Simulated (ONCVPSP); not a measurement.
**What one change does to a pseudopotential (O, ONCV)**

ONCVPSP 4.0.1 input, shortened (lines: element, Z, core and valence counts, functional; n l f; lmax; l rc ep ncon nbas qcut; lloc lpopt rc5 dvloc0; l nproj debl; icmod fcfact rcfact), Wu-Cohen, scalar-relativistic:

```
  O 8.00    1    2  -118130      upf
    1    0    2.00
    2    0    2.00
    2    1    4.00
    2
    0    0.75    0.00    4    8    7.80
    1    1.45    0.00    3    6    9.60
    2    1.35    0.10    4    8    6.20
    4    5    0.70    3.00
    0    3    4.00
    1    2    3.30
    2    2    2.10
    2    0.40    1.05
```

Change: p: qcut 7.6.

Cutoffs: the cutoffs (Ha) at which the residual kinetic energy of the hardest occupied pseudo-wave falls to 1 and 0.1 mHa per electron; they do not see the model core or the augmentation charge, which bear on the density cutoff. Errors are all-electron minus pseudo energies relative to the spin-unpolarised reference configuration.

Q: How do hardness, ghosts and transferability respond?

A: The potential gets neither clearly harder nor softer (77 Ha and 272 Ha → 77 Ha and 272 Ha); both files keep a bound ghost (s); of the 4 tests that both files solve, the error grows in 4 and shrinks in 0 by more than 15 % and 0.3 meV (median size 449.0 → 730.6 meV).

```csv
quantity,base,changed
"cutoff, loose",77 Ha,77 Ha
"cutoff, tight",272 Ha,272 Ha
loose cutoff by channel,"s 77 Ha, p 31 Ha","s 77 Ha, p 24 Ha"
bound ghosts,s,s
GHOST(+) flags under 300 eV,none,none
"error for 2s2 2p3, meV [ΔE 16.41 eV]",+22,+39
"error for 2s2 2p2, meV [ΔE 49.98 eV]",+182,+305
"error for 2s2 2p1, meV [ΔE 103.82 eV]",+716,+1156
"error for 2s2 2p0, meV [ΔE 180.64 eV]",+1986,+3129
s: phases at 0.76 bohr within 0.05 rad from the reference energy up to (Ha; the scan ends near 5),to the end of the scan,to the end of the scan
p: phases at 1.47 bohr within 0.05 rad from the reference energy up to (Ha; the scan ends near 5),to the end of the scan,to the end of the scan
d: phases at 1.37 bohr within 0.05 rad from the reference energy up to (Ha; the scan ends near 5),to the end of the scan,to the end of the scan
"rms error of d²Exc/dni dnj with the model core, mHa",1.55,1.61
```

 A true bound ghost makes a file unfit for plane-wave use even where its test errors are small: the radial tests pick states by their node count and pass the ghost by.
